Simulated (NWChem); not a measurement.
System: C2H7FOSi; SMILES C[C@@H](O)[SiH2]F

NWChem input:

```
start job
memory heap 200 mb stack 900 mb global 1100 mb
geometry units angstroms noautoz
  C     -0.803871     1.944205    -0.114180
  C      0.158753     0.794903    -0.377403
  O      1.438776     1.023043     0.190105
  Si    -0.509044    -0.882020     0.196427
  F      0.466304    -2.077183    -0.319272
  H     -1.052326     2.029994     0.957996
  H     -1.749511     1.819341    -0.664721
  H     -0.345233     2.895489    -0.426290
  H      0.332911     0.722605    -1.465647
  H      1.333534     1.098994     1.145641
  H     -1.878019    -1.163292    -0.326598
  H     -0.501183    -0.902900     1.691116
end
basis spherical
  C library 6-31g*
  O library 6-31g*
  Si library 6-31g*
  F library 6-31g*
  H library 6-31g*
end
dft
  xc m06-2x
  grid coarse
  iterations 150
  mulliken
end
task dft gradient
```

Parts of the log:

```
             Northwest Computational Chemistry Package (NWChem) 7.3.0
             --------------------------------------------------------

 C1  symmetry detected

                             Geometry "geometry" -> ""
                             -------------------------

 Output coordinates in angstroms (scale by  1.889725989 to convert to a.u.)

  No.       Tag          Charge          X              Y              Z
 ---- ---------------- ---------- -------------- -------------- --------------
    1 C                    6.0000    -0.80725520     1.94693952    -0.12595755
    2 C                    6.0000     0.14443740     0.78624218    -0.37872086
    3 O                    8.0000     1.43107136     1.01387597     0.17384404
    4 Si                  14.0000    -0.53073373    -0.87601110     0.22820783
    5 F                    9.0000     0.43111688    -2.08676666    -0.27634954
    6 H                    1.0000    -1.04561095     2.05204408     0.94679152
    7 H                    1.0000    -1.75861074     1.82030626    -0.66615018
    8 H                    1.0000    -0.34432117     2.88951489    -0.45753932
    9 H                    1.0000     0.30845989     0.69492823    -1.46711022
   10 H                    1.0000     1.33481845     1.10616054     1.12888981
   11 H                    1.0000    -1.90631714    -1.15537019    -0.27824099
   12 H                    1.0000    -0.50986209    -0.87262652     1.72291379

 Effective nuclear repulsion energy (a.u.)     244.4017264978

                                 NWChem DFT Module
                                 -----------------

 Summary of "ao basis" -> "ao basis" (spherical)
 ------------------------------------------------------------------------------
       Tag                 Description            Shells   Functions and Types
 ---------------- ------------------------------  ------  ---------------------
 C                           6-31g*                  6       14   3s2p1d
 O                           6-31g*                  6       14   3s2p1d
 Si                          6-31g*                  8       18   4s3p1d
 F                           6-31g*                  6       14   3s2p1d
 H                           6-31g*                  2        2   2s

            General Information
            -------------------
          SCF calculation type: DFT
          Wavefunction type:  closed shell.
          No. of atoms     :    12
          No. of electrons :    50
           Alpha electrons :    25
            Beta electrons :    25
          Charge           :     0
          Spin multiplicity:     1
          Use of symmetry is: off; symmetry adaption is: off
          Maximum number of iterations: 150
          AO basis - number of functions:    88
                     number of shells:    46
          Convergence on energy requested:  1.00D-06
          Convergence on density requested:  1.00D-05
          Convergence on gradient requested:  5.00D-04

              XC Information
              --------------
                       M06-2X Method XC Functional
                     Hartree-Fock (Exact) Exchange  0.540
                        M06-2X Exchange Functional  1.000
                      M06-2X Correlation Potential  1.000

             Grid Information
             ----------------
          Grid used for XC integration:  coarse
          Radial quadrature: Mura-Knowles
          Angular quadrature: Lebedev.
          Tag              B.-S. Rad. Rad. Pts. Rad. Cut. Ang. Pts.
          ---              ---------- --------- --------- ---------
          C                   0.70       35          10.0       302
          O                   0.60       35          10.0       302
          Si                  1.10       70          10.0       302
          F                   0.50       35          12.0       302
          H                   0.35       35          11.0       302
          Grid pruning is: on
          Number of quadrature shells:   455
          Spatial weights used:  Erf1

      Superposition of Atomic Density Guess
      -------------------------------------

 Sum of atomic energies:        -541.75212785

      Non-variational initial energy
      ------------------------------

 Total energy =    -543.852919
 1-e energy   =   -1233.418356
 2-e energy   =     445.163711
 HOMO         =      -0.291298
 LUMO         =       0.053313

     ---------------------------------------------
      Total Density - Mulliken Population Analysis
     ---------------------------------------------

    Atom       Charge   Shell Charges
 -----------   ------   -------------------------------------------------------
    1 C    6     6.69   2.00  0.72  2.03  0.68  1.23  0.03
    2 C    6     6.04   2.00  0.69  1.78  0.58  0.93  0.06
    3 O    8     8.87   2.00  0.93  3.06  0.93  1.94  0.02
    4 Si  14    13.02   2.00  2.00  5.97  0.92  1.38  0.26  0.32  0.16
    5 F    9     9.63   2.00  0.95  3.48  1.00  2.19  0.01
    6 H    1     0.78   0.47  0.31
    7 H    1     0.76   0.46  0.31
    8 H    1     0.77   0.46  0.31
    9 H    1     0.80   0.48  0.32
   10 H    1     0.47   0.36  0.11
   11 H    1     1.08   0.47  0.61
   12 H    1     1.09   0.47  0.62

   convergence    iter        energy       DeltaE   RMS-Dens  Diis-err
 ---------------- ----- ----------------- --------- --------- ---------
 d= 0,ls=0.0,diis     1   -544.7729734874 -7.89D+02  1.20D-02  7.39D-01
 d= 0,ls=0.0,diis     2   -544.7895261871 -1.66D-02  5.55D-03  8.35D-01
 d= 0,ls=0.0,diis     3   -544.8611571163 -7.16D-02  7.09D-04  8.80D-03
 d= 0,ls=0.0,diis     4   -544.8620225558 -8.65D-04  2.19D-04  3.61D-04
 d= 0,ls=0.0,diis     5   -544.8620652531 -4.27D-05  5.94D-05  5.45D-05
  Resetting Diis
 d= 0,ls=0.0,diis     6   -544.8620713895 -6.14D-06  1.98D-05  5.70D-06
 d= 0,ls=0.0,diis     7   -544.8620719603 -5.71D-07  7.36D-06  3.21D-07

         Total DFT energy =     -544.862071960348
      One electron energy =    -1237.399276869002
           Coulomb energy =      501.542135322589
    Exchange-Corr. energy =      -53.406656911759
 Nuclear repulsion energy =      244.401726497824

 Numeric. integr. density =       50.000041757980

                       DFT Final Molecular Orbital Analysis
                       ------------------------------------

 Vector   23  Occ=2.000000D+00  E=-4.004147D-01
              MO Center= -7.1D-01, -8.7D-01,  4.4D-01, r^2= 3.0D+00
   Bfn.  Coefficient  Atom+Function         Bfn.  Coefficient  Atom+Function
  ----- ------------  ---------------      ----- ------------  ---------------
    86     -0.300181  11 H  s                88      0.295782  12 H  s
    51      0.279181   4 Si pz               85     -0.223763  11 H  s
    87      0.218588  12 H  s                49      0.192708   4 Si px
    65     -0.191224   5 F  pz               31      0.156301   3 O  px
    69     -0.153274   5 F  pz               63     -0.138022   5 F  px

 Vector   24  Occ=2.000000D+00  E=-3.841726D-01
              MO Center=  4.1D-01,  8.9D-01,  1.3D-03, r^2= 2.9D+00
   Bfn.  Coefficient  Atom+Function         Bfn.  Coefficient  Atom+Function
  ----- ------------  ---------------      ----- ------------  ---------------
    31      0.275482   3 O  px               32     -0.276278   3 O  py
     3      0.216986   1 C  px               35      0.212453   3 O  px
    36     -0.210823   3 O  py               17     -0.208939   2 C  px
    19      0.196589   2 C  pz               82     -0.168882   9 H  s
    88     -0.164603  12 H  s                81     -0.160067   9 H  s

 Vector   25  Occ=2.000000D+00  E=-3.197076D-01
              MO Center=  3.9D-01,  6.1D-01, -1.6D-02, r^2= 2.8D+00
   Bfn.  Coefficient  Atom+Function         Bfn.  Coefficient  Atom+Function
  ----- ------------  ---------------      ----- ------------  ---------------
    32      0.424689   3 O  py               36      0.350270   3 O  py
    18     -0.289091   2 C  py               50      0.256052   4 Si py
    48      0.174021   4 Si s                 4      0.154261   1 C  py
    22     -0.154251   2 C  py               86     -0.152946  11 H  s
    49      0.142585   4 Si px               80      0.134591   8 H  s

 Vector   26  Occ=0.000000D+00  E= 5.272960D-02
              MO Center= -7.2D-01, -6.1D-01,  3.2D-01, r^2= 4.6D+00
   Bfn.  Coefficient  Atom+Function         Bfn.  Coefficient  Atom+Function
  ----- ------------  ---------------      ----- ------------  ---------------
    54      0.934853   4 Si py                6     -0.595039   1 C  s
    53     -0.475188   4 Si px               66      0.447685   5 F  s
    52      0.367795   4 Si s                20     -0.360590   2 C  s
    80      0.320995   8 H  s                55      0.277609   4 Si pz
    88     -0.256202  12 H  s                50      0.222569   4 Si py

 Vector   27  Occ=0.000000D+00  E= 8.740791D-02
              MO Center=  1.0D-01, -1.0D-01,  5.1D-01, r^2= 5.4D+00
   Bfn.  Coefficient  Atom+Function         Bfn.  Coefficient  Atom+Function
  ----- ------------  ---------------      ----- ------------  ---------------
    53     -0.783387   4 Si px               20      0.778715   2 C  s
    84     -0.616409  10 H  s                54     -0.583091   4 Si py
    34      0.525105   3 O  s                 6      0.494629   1 C  s
    86     -0.481038  11 H  s                55      0.364654   4 Si pz
    22     -0.357271   2 C  py               78     -0.357258   7 H  s

 Vector   28  Occ=0.000000D+00  E= 1.082081D-01
              MO Center= -2.3D-01, -4.1D-01, -8.4D-02, r^2= 5.2D+00
   Bfn.  Coefficient  Atom+Function         Bfn.  Coefficient  Atom+Function
  ----- ------------  ---------------      ----- ------------  ---------------
    55      1.153276   4 Si pz               88     -0.805081  12 H  s
    20      0.716492   2 C  s                34     -0.634958   3 O  s
    84      0.541466  10 H  s                86      0.425898  11 H  s
    54     -0.364606   4 Si py               21      0.324740   2 C  px
    35      0.237035   3 O  px               22     -0.193616   2 C  py

     ---------------------------------------------
      Total Density - Mulliken Population Analysis
     ---------------------------------------------

    Atom       Charge   Shell Charges
 -----------   ------   -------------------------------------------------------
    1 C    6     6.52   2.00  0.66  2.10  0.66  1.07  0.03
    2 C    6     6.10   2.00  0.66  2.02  0.55  0.82  0.06
    3 O    8     8.65   2.00  0.90  2.89  0.98  1.85  0.03
    4 Si  14    13.21   2.00  2.00  5.97  0.94  1.68  0.18  0.21  0.25
    5 F    9     9.42   2.00  0.92  3.30  1.04  2.16  0.01
    6 H    1     0.85   0.52  0.33
    7 H    1     0.83   0.52  0.31
    8 H    1     0.81   0.51  0.30
    9 H    1     0.82   0.52  0.30
   10 H    1     0.58   0.47  0.11
   11 H    1     1.10   0.50  0.60
   12 H    1     1.11   0.50  0.61

     -------------------------------------------
      Total Density - Lowdin Population Analysis
     -------------------------------------------

    Atom       Charge   Shell Charges
 -----------   ------   -------------------------------------------------------
    1 C    6     6.39   1.99  0.55  1.91  0.44  1.44  0.07
    2 C    6     6.20   1.99  0.53  1.85  0.42  1.29  0.13
    3 O    8     8.41   1.99  0.86  2.77  0.70  2.04  0.05
    4 Si  14    13.47   2.00  1.98  5.88  0.66  1.55  0.36  0.68  0.36
    5 F    9     9.29   1.99  0.92  3.18  0.86  2.32  0.02
    6 H    1     0.87   0.49  0.38
    7 H    1     0.86   0.49  0.37
    8 H    1     0.86   0.49  0.37
    9 H    1     0.85   0.50  0.35
   10 H    1     0.68   0.45  0.23
   11 H    1     1.06   0.50  0.56
   12 H    1     1.06   0.50  0.56

     Multipole analysis of the density
     ---------------------------------

     L   x y z        total         alpha         beta         nuclear
     -   - - -        -----         -----         ----         -------
     0   0 0 0     -0.000000    -25.000000    -25.000000     50.000000

     1   1 0 0     -0.766645     -0.383323     -0.383323     -0.000000
     1   0 1 0      0.629502      0.314751      0.314751     -0.000000
     1   0 0 1      0.384186      0.192093      0.192093      0.000000

     2   2 0 0    -30.282941    -79.618065    -79.618065    128.953188
     2   1 1 0     -0.048319      1.283717      1.283717     -2.615754
     2   1 0 1      1.440637     -0.260990     -0.260990      1.962617
     2   0 2 0    -30.296043   -201.356741   -201.356741    372.417438
     2   0 1 1      0.356853      1.966135      1.966135     -3.575418
     2   0 0 2    -25.862403    -31.922363    -31.922363     37.982322

            General Information
            -------------------
          SCF calculation type: DFT
          Wavefunction type:  closed shell.
          No. of atoms     :    12
          No. of electrons :    50
           Alpha electrons :    25
            Beta electrons :    25
          Charge           :     0
          Spin multiplicity:     1
          Use of symmetry is: off; symmetry adaption is: off
          Maximum number of iterations: 150
          AO basis - number of functions:    88
                     number of shells:    46
          Convergence on energy requested:  1.00D-06
          Convergence on density requested:  1.00D-05
          Convergence on gradient requested:  5.00D-04

              XC Information
              --------------
                       M06-2X Method XC Functional
                     Hartree-Fock (Exact) Exchange  0.540
                        M06-2X Exchange Functional  1.000
                      M06-2X Correlation Potential  1.000

             Grid Information
             ----------------
          Grid used for XC integration:  coarse
          Radial quadrature: Mura-Knowles
          Angular quadrature: Lebedev.
          Tag              B.-S. Rad. Rad. Pts. Rad. Cut. Ang. Pts.
          ---              ---------- --------- --------- ---------
          C                   0.70       35          10.0       302
          O                   0.60       35          10.0       302
          Si                  1.10       70          10.0       302
          F                   0.50       35          12.0       302
          H                   0.35       35          11.0       302
          Grid pruning is: on
          Number of quadrature shells:   455
          Spatial weights used:  Erf1

          Convergence Information
          -----------------------
          Convergence aids based upon iterative change in
          total energy or number of iterations.
          Levelshifting, if invoked, occurs when the
          HOMO/LUMO gap drops below (HL_TOL):  1.00D-02
          DIIS, if invoked, will attempt to extrapolate
          using up to (NFOCK): 10 stored Fock matrices.

[...]

                         DFT ENERGY GRADIENTS

    atom               coordinates                        gradient
                 x          y          z           x          y          z
   1 C      -1.525491   3.679182  -0.238025    0.003877  -0.006342  -0.001608
   2 C       0.272947   1.485782  -0.715679    0.004978   0.007096   0.008205
   3 O       2.704333   1.915948   0.328518   -0.004694  -0.001111   0.002373
   4 Si     -1.002941  -1.655421   0.431250   -0.003230   0.008569   0.000354
   5 F       0.814693  -3.943417  -0.522225    0.006121  -0.008410  -0.002913
   6 H      -1.975918   3.877801   1.789177   -0.001257   0.000896   0.003991
   7 H      -3.323292   3.439880  -1.258841   -0.004101   0.000131  -0.002046
   8 H      -0.650673   5.460391  -0.864624    0.001877   0.004162  -0.001560
   9 H       0.582905   1.313224  -2.772436   -0.000543  -0.001468  -0.004811
  10 H       2.522441   2.090340   2.133292    0.000505  -0.000721  -0.004427
  11 H      -3.602417  -2.183333  -0.525799   -0.003807  -0.001842  -0.001586
  12 H      -0.963500  -1.649025   3.255835    0.000275  -0.000961   0.004028
```

Level: M06-2X/6-31G* (spherical d). Geometry: optimised at PBE0/def2-SVP. No frequency run checked for a minimum.
